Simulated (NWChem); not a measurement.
System: MgHF; SMILES [F][MgH]

NWChem input:

```
start job
memory heap 200 mb stack 900 mb global 1100 mb
geometry units angstroms noautosym nocenter noautoz
  Mg    -0.000912    -0.592434     0.000000
  H     -0.005451    -2.280246     0.000000
  F      0.000812     1.168665     0.000000
end
basis spherical
  * library pcsseg-1
end
dft
  xc bhlyp
  iterations 150
end
property
  shielding
end
task dft property
```

Coordinates come from a PBE0/def2-SVP optimisation.

GIAO values for the isolated, static molecule; σ is the absolute isotropic shielding, δ = σ(reference) − σ with the isolated reference molecule computed at the same levels (19F: trichlorofluoromethane, 1H: tetramethylsilane).

Atoms are numbered as in the input.

Task: What results follow from this input? (BHandHLYP/pcSseg-1, GIAO.) Quantities: σ Mg1 (ppm); δ H2 (ppm); δ F3 (ppm).

Result: 
- σ Mg1 (ppm): 517.9
- δ H2 (ppm): 4.75
- δ F3 (ppm): -205.1
